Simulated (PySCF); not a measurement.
I3Sb (SMILES [I][Sb]([I])[I]), singlet, at a GFN2-xTB geometry (all electrons, no relativity); M06/STO-3G run with PySCF.

The PySCF input:
```python
from pyscf import gto, scf, dft

mol = gto.Mole()
mol.atom = '''
    Sb    0.012942    0.000905    1.012476
    I    -1.868655   -1.503724   -0.299579
    I    -0.373824    2.366280   -0.322147
    I     2.230025   -0.863427   -0.352543
'''
mol.basis = 'sto-3g'
mol.charge = 0
mol.spin = 0
mol.verbose = 3
mol.build()

mf = dft.RKS(mol)
mf.xc = 'm06'
mf.grids.radi_method = dft.radi.mura_knowles
mf.kernel()
mf.analyze()
```

What the program printed (banner, timings and long lists left out):

```
converged SCF energy = -26811.7771818697
**** MO energy ****
MO #1   energy= -1153.83121082019  occ= 2
MO #2   energy= -1153.83118096717  occ= 2
MO #3   energy= -1153.83116349869  occ= 2
MO #4   energy= -1063.74860072368  occ= 2
MO #5   energy= -172.956682860406  occ= 2
MO #6   energy= -172.956623521743  occ= 2
MO #7   energy= -172.956599410197  occ= 2
MO #8   energy= -165.010940933168  occ= 2
MO #9   energy= -165.010910958429  occ= 2
MO #10  energy= -165.01089319019   occ= 2
MO #11  energy= -165.009510240607  occ= 2
MO #12  energy= -165.009481261071  occ= 2
MO #13  energy= -165.009479260088  occ= 2
MO #14  energy= -165.009463585943  occ= 2
MO #15  energy= -165.009450096324  occ= 2
MO #16  energy= -165.009433007215  occ= 2
MO #17  energy= -157.294833204516  occ= 2
MO #18  energy= -149.690886283436  occ= 2
MO #19  energy= -149.690885850432  occ= 2
MO #20  energy= -149.69029827249   occ= 2
MO #21  energy= -33.6926271431539  occ= 2
MO #22  energy= -33.692398467636   occ= 2
MO #23  energy= -33.692372450938   occ= 2
MO #24  energy= -30.94038952856    occ= 2
MO #25  energy= -30.9402652919394  occ= 2
MO #26  energy= -30.940239577234   occ= 2
MO #27  energy= -30.9350934873717  occ= 2
MO #28  energy= -30.935058583364   occ= 2
MO #29  energy= -30.9350406379451  occ= 2
MO #30  energy= -30.9349638689755  occ= 2
MO #31  energy= -30.9349370696623  occ= 2
MO #32  energy= -30.9349173806076  occ= 2
MO #33  energy= -29.824619107901   occ= 2
MO #34  energy= -27.0854928505826  occ= 2
MO #35  energy= -27.0854911132456  occ= 2
MO #36  energy= -27.0832411999525  occ= 2
MO #37  energy= -22.198862875285   occ= 2
MO #38  energy= -22.1988331813663  occ= 2
MO #39  energy= -22.1988155297764  occ= 2
MO #40  energy= -22.1977103088597  occ= 2
MO #41  energy= -22.1976829714563  occ= 2
MO #42  energy= -22.1976655813607  occ= 2
MO #43  energy= -22.1976326387408  occ= 2
MO #44  energy= -22.1976016367047  occ= 2
MO #45  energy= -22.1975855395376  occ= 2
MO #46  energy= -22.1941543168413  occ= 2
MO #47  energy= -22.1941540378262  occ= 2
MO #48  energy= -22.1941257717831  occ= 2
MO #49  energy= -22.194125103711   occ= 2
MO #50  energy= -22.1941089735914  occ= 2
MO #51  energy= -22.1941086048954  occ= 2
MO #52  energy= -18.8551427850993  occ= 2
MO #53  energy= -18.8551411179838  occ= 2
MO #54  energy= -18.8536694852946  occ= 2
MO #55  energy= -18.8536676623118  occ= 2
MO #56  energy= -18.8531528692323  occ= 2
MO #57  energy= -5.76601258288141  occ= 2
MO #58  energy= -5.76598537381105  occ= 2
MO #59  energy= -5.76596790081838  occ= 2
MO #60  energy= -4.74829134733963  occ= 2
MO #61  energy= -4.52623256541652  occ= 2
MO #62  energy= -4.52620403598422  occ= 2
MO #63  energy= -4.52618731027616  occ= 2
MO #64  energy= -4.50823709674583  occ= 2
MO #65  energy= -4.50820778346162  occ= 2
MO #66  energy= -4.50818921595994  occ= 2
MO #67  energy= -4.50780766581607  occ= 2
MO #68  energy= -4.50778287393854  occ= 2
MO #69  energy= -4.50776352635345  occ= 2
MO #70  energy= -3.58256941019488  occ= 2
MO #71  energy= -3.58256383333349  occ= 2
MO #72  energy= -3.57353316620375  occ= 2
MO #73  energy= -1.62441043740103  occ= 2
MO #74  energy= -1.62352620206812  occ= 2
MO #75  energy= -1.62349261628668  occ= 2
MO #76  energy= -1.61841492767016  occ= 2
MO #77  energy= -1.61839651392372  occ= 2
MO #78  energy= -1.61832292845137  occ= 2
MO #79  energy= -1.61812238854391  occ= 2
MO #80  energy= -1.61803924944692  occ= 2
MO #81  energy= -1.61801679775251  occ= 2
MO #82  energy= -1.60513620781006  occ= 2
MO #83  energy= -1.60512501707368  occ= 2
MO #84  energy= -1.60511204780773  occ= 2
MO #85  energy= -1.60509821580462  occ= 2
MO #86  energy= -1.60509503537329  occ= 2
MO #87  energy= -1.6050776726591   occ= 2
MO #88  energy= -1.00705031433548  occ= 2
MO #89  energy= -1.00704097544522  occ= 2
MO #90  energy= -1.00028286320793  occ= 2
MO #91  energy= -1.00027263026127  occ= 2
MO #92  energy= -0.996985443562672 occ= 2
MO #93  energy= -0.608653500346506 occ= 2
MO #94  energy= -0.529367513277271 occ= 2
MO #95  energy= -0.529361954509429 occ= 2
MO #96  energy= -0.39388364714505  occ= 2
MO #97  energy= -0.301002933539981 occ= 2
MO #98  energy= -0.300968682358985 occ= 2
MO #99  energy= -0.26044772257526  occ= 2
MO #100 energy= -0.213774402031067 occ= 2
MO #101 energy= -0.213768786806575 occ= 2
MO #102 energy= -0.20248268869485  occ= 2
MO #103 energy= -0.202475923138013 occ= 2
MO #104 energy= -0.199889663863737 occ= 2
MO #105 energy= -0.180081337009471 occ= 2
MO #106 energy= 0.0131328171140405 occ= 0
MO #107 energy= 0.0131817156962618 occ= 0
MO #108 energy= 0.0194028137187115 occ= 0
 ** Mulliken atomic charges  **
charge of    0Sb =      0.32273
charge of    1I =     -0.10759
charge of    2I =     -0.10762
charge of    3I =     -0.10753
Dipole moment(X, Y, Z, Debye):  0.01885,  0.00026,  1.36474
```
